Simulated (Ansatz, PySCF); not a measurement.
CH₄SSeZn, SMILES C[S][Zn][SeH].

Coordinates come from a PBE0-D3(BJ)/def2-SVP optimisation. The structure was generated by enumeration; whether it is a known compound was not checked. One conformer was computed; it need not be the lowest.

Vertical ionisation energy (IE) and electron affinity (EA) in eV. Rows of orbital energies are one-electron estimates. Where ΔSCF, EOM or ADC give a negative EA the extra electron is unbound and the value depends on the basis.

| level | IE | EA |
|---|---|---|
| −ε(HOMO), −ε(LUMO), HF/def2-TZVP (PySCF) | 9.53 | -1.73 |
| −ε(HOMO), −ε(LUMO), PBE/def2-TZVP (PySCF) | 5.70 | 1.79 |
| ΔSCF, PBE0/def2-SVPD (Ansatz), final states of multiplicity 2 and 2 | 8.81 | -0.27 |
| ΔSCF, PBE/def2-SVPD (Ansatz), final states of multiplicity 2 and 2 | ? | ? |

Task: Fill in the missing entries. (Estimate from the structure and the level; the computed values follow.)

Result: 
- ΔSCF, PBE/def2-SVPD (Ansatz, a program for electronic structure), final states of multiplicity 2 and 2, IE: 8.46
- ΔSCF, PBE/def2-SVPD (Ansatz), final states of multiplicity 2 and 2, EA: -0.13

Task: What vertical singlet–triplet gap does ΔSCF give with PBE0/def2-SVPD (Ansatz) and with PBE/def2-SVPD (Ansatz)? (Estimate from the structure and the level; the computed values follow.)

Result: 4.37 and 3.91 eV (triplet above singlet where positive).
